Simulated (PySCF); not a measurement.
Molecule: sum formula H6BSiO2, charge 1, multiplicity 1. It need not be the lowest isomer of its formula. 
Geometry from a B3LYP-D3(BJ)/def2-TZVP (Ansatz) optimisation:
```
B
O 1 1.3185
H 2 0.9655 1 119.83
O 1 1.5064 2 106.41 3 180.00
H 4 0.9713 1 123.79 2 -180.00
H 4 0.9773 5 114.95 1 180.00
Si 1 2.0367 2 136.12 3 0.00
H 7 1.4751 1 106.70 2 60.30
H 7 1.4751 8 112.61 1 116.74
H 7 1.4794 8 111.95 9 127.18
```
Charge +1, spin multiplicity 1.

Dispersion corrections to the total energy (kcal/mol) from the dftd3 and dftd4 libraries through PySCF: D3(BJ) without and D4 with the three-body term, each with the damping fitted for the functional named.

```json
[
 {"functional": "LC-wPBE", "D3(BJ)": "-3.68", "D4": "(withheld)"},
 {"functional": "PBE0", "D3(BJ)": "-3.36", "D4": "(withheld)"},
 {"functional": "B3LYP", "D3(BJ)": "-6.74", "D4": "-5.08"},
 {"functional": "CAM-B3LYP", "D3(BJ)": "-3.08", "D4": "-2.68"},
 {"functional": "TPSSh", "D3(BJ)": "(withheld)", "D4": "-3.86"},
 {"functional": "HF", "D3(BJ)": "-30.12", "D4": "-11.28"},
 {"functional": "TPSS", "D3(BJ)": "-4.87", "D4": "-4.26"}
]
```

Problem. Some entries are withheld; supply them.

Solution. 
- LC-wPBE, D4: -3.51
- PBE0, D4: -2.65
- TPSSh, D3(BJ): -4.49
